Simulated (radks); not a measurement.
Yb I, 70 electrons, occupied as [Xe] 4f14 6s2. Method: non-relativistic Kohn-Sham, r2SCAN, spin-polarised, spherical densities, point nucleus; meta-GGA in the generalised Kohn-Sham scheme; relativity is left out, which matters for an element this heavy; computed with a radial shooting solver on a logarithmic mesh with Libxc functionals.

Local quantities along the radius. ELF = 1/(1 + alpha^2) is the electron localisation function; alpha = (tau - tau_W)/tau_unif compares the Pauli kinetic energy density with that of the uniform gas (summed over spins); 4 pi r^2 rho is in e/bohr.

r (bohr),ELF,alpha,4 pi r^2 rho
0.001843,0.999,0.02655,8.081
0.002518,0.999,0.03015,13.72
0.00344,0.999,0.03590,22.52
0.0047,0.998,0.04560,35.26
0.006421,0.996,0.06323,51.81
0.008842,0.990,0.09990,70.39
0.01208,0.968,0.1816,84.82
0.0165,0.869,0.3878,89.57
0.02255,0.563,0.8803,84.49
0.0308,0.329,1.429,81.66
0.04242,0.467,1.069,96.85
0.05795,0.704,0.6479,119.6
0.07917,0.649,0.7357,117.7
0.1082,0.375,1.292,98.74
0.1489,0.533,0.9354,106.2
0.2035,0.716,0.6305,104.5
0.278,0.350,1.364,64.33
0.3798,0.424,1.166,58.56
0.5188,0.722,0.6201,63.45
0.7145,0.513,0.9753,35.55
0.9761,0.311,1.487,16.93
1.333,0.553,0.8990,10.52
1.822,0.517,0.9672,4.706
2.489,0.106,2.905,1.372
3.427,0.256,1.707,0.6886
4.682,0.963,0.1954,0.4676
6.397,0.999,0.03224,0.1636
8.739,1.000,0.01449,0.02224
11.94,1.000,0.01904,0.0009582

On this mesh the ELF has minima near r = 0.031, 0.11, 0.33, 0.98, 2.9 bohr, which separate the shells, and maxima near 0.067 (0.72), 0.20 (0.72), 0.52 (0.72), 1.6 (0.60).

Self-consistent cycle (total energy in hartree, residual of the potential): 1: -13391.57257, 5e+00; 2: -13394.78961, 4e+00; 3: -13395.70217, 1e+00; 4: -13395.70840, 3e-01; 5: -13395.69716, 3e-01; 6: -13395.71817, 2e-01; 7: -13395.72396, 9e-03; 8: -13395.72398, 5e-03; 9: -13395.72398, 3e-04; 10: -13395.72398, 1e-04; 11: -13395.72398, 5e-05; 12: -13395.72398, 1e-05; 13: -13395.72398, 3e-07.
